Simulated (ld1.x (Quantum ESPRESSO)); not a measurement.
Values are calculated unless marked as measured or tabulated.
# Hardness and transferability of assorted potentials

Generated with ld1.x 7.5 (TM, RRKJ, ultrasoft, PAW), atompaw 4.2 or ONCVPSP 4.0.1. The cutoff is in Ry: for ld1.x and atompaw files where the sum of valence levels is converged to 10 mRy in a Bessel basis, for ONCV files where the hardest occupied wave has 1 mHa per electron of residual kinetic energy. The error is the largest all-electron minus pseudo excitation energy over each file’s own four to seven test configurations (ionisations up to +4, promotions, holes and added fractions of an electron), all of which were solved. The labels leave out finer settings (local radius, basis sizes, second energies), which also bear on the numbers. Spin-polarised tests are not counted. The rows are a selection from randomly drawn settings: files with unsolved tests, undetermined cutoffs or missed reference levels are left out.

A true bound ghost makes a file unfit for plane-wave use even where its test errors are small: the radial tests pick states by their node count and pass the ghost by.

| element | potential | cutoff (Ry) | largest error (meV) | bound ghosts |
| --- | --- | --- | --- | --- |
| N | TM, PBE, scalar-relativistic, rc 0.85/1.65 (sp), local smoothed, core correction yes, reference 2s2 2p3 | 55 | +763 | none |
| N | TM semilocal, PBEsol, scalar-relativistic, rc 1.05/1.40 (sp), local s, core correction yes, reference 2s2 2p3 | 60 | +431 | none |
| F | PAW, PBEsol, non-relativistic, rc 0.85/1.75/1.44 (spd), local smoothed, core correction yes, reference 2s2 2p4.75 | 25 | +76 | none |
| P | TM, LDA (PZ), non-relativistic, rc 1.40/2.05/2.15 (spd), local d, core correction yes, reference 3s2 3p3 | 21 | +223 | none |
| Br | RRKJ, PBE, scalar-relativistic, rc 1.55/1.25/1.00 (spd), local s, core correction yes, reference 3d10 4s2 4p4 | 260 | -1002 | p |
| Pb | PAW, PBEsol, scalar-relativistic, rc 2.10/2.65/1.65/1.95 (spdf), local smoothed, core correction yes, reference 5d10 6s2 6p2 | 45 | -57 | none |

Task: Fill in the row for Bi: ultrasoft, BLYP, scalar-relativistic, rc 1.95/2.05/1.20 (spd), local smoothed, core correction no, reference 5d10 6s2 6p3.

Result: cutoff 80 Ry, largest error -9.9 meV, bound ghosts: p.

Task: Fill in the row for In: TM semilocal, PBEsol, scalar-relativistic, rc 1.80/3.05/2.30 (spd), local s, core correction no, reference 5s2 5p1.

Result: cutoff 21 Ry, largest error +83 meV, bound ghosts: none.

Task: Fill in the row for Mg: TM, PBEsol, scalar-relativistic, rc 2.40/2.45 (sp), local smoothed, core correction yes, reference 3s1 3p0.

Result: cutoff 6 Ry, largest error -6.5 meV, bound ghosts: none.
